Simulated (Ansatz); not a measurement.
Geometry optimisation, Ansatz 0.2.0, RKS PBE-D4/def2-SVP.

input.yaml

```yaml
crystal:
  periodic: [false, false, false]
  atoms:
    - { symbol: Si, position_ang: [0.08971, -0.493442, 0.091901] }
    - { symbol: S, position_ang: [1.633366, 0.974882, 0.45202] }
    - { symbol: O, position_ang: [-0.043115, -0.702467, -1.555946] }
    - { symbol: O, position_ang: [-1.33077, -0.012704, 0.819495] }
    - { symbol: O, position_ang: [0.480777, -1.988261, 0.720149] }
    - { symbol: H, position_ang: [-0.418222, 1.994828, -0.912624] }
    - { symbol: H, position_ang: [-0.893755, 1.640101, -1.300121] }
    - { symbol: H, position_ang: [1.043277, 1.39026, 1.612153] }
    - { symbol: H, position_ang: [0.022232, -1.642759, -1.803552] }
    - { symbol: H, position_ang: [-1.703516, 0.795774, 0.423821] }
    - { symbol: H, position_ang: [1.120017, -1.956213, 1.452803] }
basis:
  gaussian: { orbitals: def2-SVP }
hamiltonian:
  xc: pbe
  dispersion: d4
relax:
  f_tol: 0.03
  max_steps: 50
```

Command:

```bash
$ ansatz run input.yaml --threads 2 --pin off --max-ram 3072MiB --backend cpu --events-out ev --progress --plain --runs-dir out
```

Q: Where does it end, and by what steps?

A: The run converged. The force dipped under the threshold on the way, but the program's further checks kept it going. After 27 steps the energy has fallen by 0.264 eV; H7 moved furthest, 1.35 Å.

```tsv
step	energy less start (eV)	largest force component (eV/Å)	accepted
0	0.0000	1.787	yes
1	-0.1466	0.144	yes
2	-0.1881	0.126	yes
3	-0.2042	0.078	yes
4	-0.2131	0.071	yes
5	-0.2145	0.388	yes
6	-0.2194	0.109	yes
7	-0.2208	0.686	yes
8	-0.2359	0.111	yes
9	-0.2419	0.271	yes
10	-0.2477	0.146	yes
11	-0.1825	1.781	no
12	-0.2518	0.163	yes
13	-0.2553	0.090	yes
14	-0.2581	0.053	yes
15	-0.2595	0.043	yes
16	-0.2518	0.553	no
17	-0.2599	0.041	yes
18	-0.2605	0.072	yes
19	-0.2620	0.011	yes
20	-0.2053	1.479	no
21	-0.2569	0.493	no
22	-0.2628	0.095	yes
23	-0.2631	0.097	yes
24	-0.2636	0.080	yes
25	-0.2640	0.061	yes
26	-0.2643	0.034	yes
27	-0.2644	0.029	yes
```

```xyz
11
Properties=species:S:1:pos:R:3
Si 0.213 -0.679 0.105
S 1.621 0.952 0.172
O 0.629 -1.414 -1.338
O -1.376 -0.188 0.161
O 0.327 -1.696 1.420
H -0.795 2.525 -0.653
H -1.507 2.750 -0.847
H 1.319 1.236 1.471
H -0.079 -1.984 -1.690
H -1.519 0.683 -0.253
H 1.168 -2.184 1.453
```

Time of the run: 81 s on 2 threads of Intel(R) Xeon(R) Platinum 8259CL CPU @ 2.50GHz (Skylake/Cascade Lake), with other jobs on the host, peak memory 0.17 GiB.
